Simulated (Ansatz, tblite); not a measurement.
Forces on the cluster Ge3O8H4 at its PBE-D4/def2-SVP geometry. Total charge 0; singlet.

The xTB rows come from tblite. The structure holds 2 bonds between oxygen atoms, so isomers without such links may lie far lower. Another isomer (singlet) lies 3.86 eV lower at PBE0-D4/def2-TZVP; other spin states weren't run for this one.

GFN1-xTB (tblite), largest force 2.01 eV/Å:

```xyz
15
positions Å, forces eV/Å
Ge    0.239    0.640    1.034    0.287   -0.440   -0.056
Ge    0.722   -0.466   -1.992   -0.258   -0.071   -0.452
Ge   -1.400   -1.933    1.129   -0.103    0.128   -0.046
O     1.929   -1.314   -1.032   -0.021    1.007    0.047
O    -0.337   -0.805    1.977   -0.342   -0.369   -0.629
O     1.811    0.845    0.485   -1.322    0.350    0.930
O    -2.198   -3.304    1.554    0.741    1.195   -0.340
O    -1.556   -1.166   -0.545    1.360    1.276    0.745
O    -0.896    1.903    1.664    0.843    0.684   -1.379
O    -0.691    3.065    0.796    0.050   -0.562    1.433
O    -0.673    0.002   -0.688   -0.919   -1.773   -0.035
H    -0.008   -1.457   -2.911    0.493    0.701    0.602
H     2.207   -0.608   -0.361   -0.334   -0.998   -0.689
H    -0.212    3.660    1.414   -0.320   -0.207   -0.471
H     1.062    0.938   -2.526   -0.154   -0.920    0.341
```

GFN2-xTB (tblite), largest force 2.31 eV/Å:

```
Ge 1.357 0.263 0.305
Ge 0.726 -0.652 -0.255
Ge -0.638 -0.942 0.652
O -0.567 1.204 -0.284
O -0.450 -0.425 -0.799
O -2.110 0.124 0.923
O 1.105 1.867 -0.578
O 1.148 0.993 0.412
O 0.650 0.621 -1.227
O 0.173 -0.654 1.405
O -1.070 -1.275 -0.161
H 0.108 0.253 0.352
H 0.000 -0.874 -0.535
H -0.323 -0.142 -0.495
H -0.108 -0.360 0.285
```

PBE-D4/def2-TZVP (Ansatz), largest force 0.28 eV/Å:

```
Ge -0.068 -0.118 -0.020
Ge -0.054 -0.047 0.037
Ge 0.101 0.172 -0.039
O 0.046 0.069 0.004
O -0.050 -0.019 -0.070
O -0.038 0.116 0.092
O 0.000 -0.002 0.000
O -0.103 -0.184 0.120
O -0.014 -0.215 0.091
O 0.108 0.259 0.011
O 0.178 0.171 -0.067
H 0.012 0.031 0.015
H -0.048 -0.130 -0.096
H -0.061 -0.072 -0.123
H -0.011 -0.030 0.045
```
